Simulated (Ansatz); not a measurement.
Reactions of `O[Si](Cl)(Cl)Cl`.

Isolated molecules relaxed with PBE0-D4/def2-TZVP in Ansatz; ΔE leaves out vibrations. CBS: MP2 limit from def2 TZ/QZ plus the TZ coupled-cluster correction, frozen cores. This one scheme is used for every species. Functionals use def2-TZVPP. For Br outer-core shells are correlated without core-valence functions, which leaves a few kJ/mol of doubt a bond. Scalar relativity is left out up to krypton. One conformer a species, not always the lowest.

```json
{"reaction": "`O[Si](Cl)(Cl)Cl` + `C[SiH2]O` → `O[SiH2]C[Si](O)(Cl)Cl` + HCl", "CCSD/CBS(def2) (eV)": "0.64", "ωB97M-V (eV)": "0.62"}
{"reaction": "`O[Si](Cl)(Cl)Cl` + CH₃OH → `CO[Si](Cl)(Cl)Cl` + H₂O", "CCSD/CBS(def2) (eV)": "-0.09", "ωB97M-V (eV)": "-0.07"}
{"reaction": "`O[Si](Cl)(Cl)Cl` + HBr → `Cl[Si](Cl)(Cl)Br` + H₂O", "CCSD/CBS(def2) (eV)": "0.22", "ωB97M-V (eV)": "0.25"}
{"reaction": "`O[Si](Cl)(Cl)Cl` + `CC(C)N` → `CC(C)N[Si](Cl)(Cl)Cl` + H₂O", "CCSD/CBS(def2) (eV)": "0.30", "ωB97M-V (eV)": "0.31"}
{"reaction": "`O[Si](Cl)(Cl)Cl` + `C#N` → `N#C[Si](Cl)(Cl)Cl` + H₂O", "CCSD/CBS(def2) (eV)": "0.88", "ωB97M-V (eV)": "0.90"}
{"reaction": "`O[Si](Cl)(Cl)Cl` + `OB(O)O` → `OB(O)O[Si](Cl)(Cl)Cl` + H₂O", "CCSD/CBS(def2) (eV)": "-0.02", "ωB97M-V (eV)": "0.01"}
```

(1) Give the CCSD(T)/CBS values in the same order. (An estimate is asked.)

Largest T1 diagnostic: 0.014, for `C#N`.

## Answers

(1) Computed: 0.62, -0.11, 0.19, 0.28, 0.85, -0.03 eV.
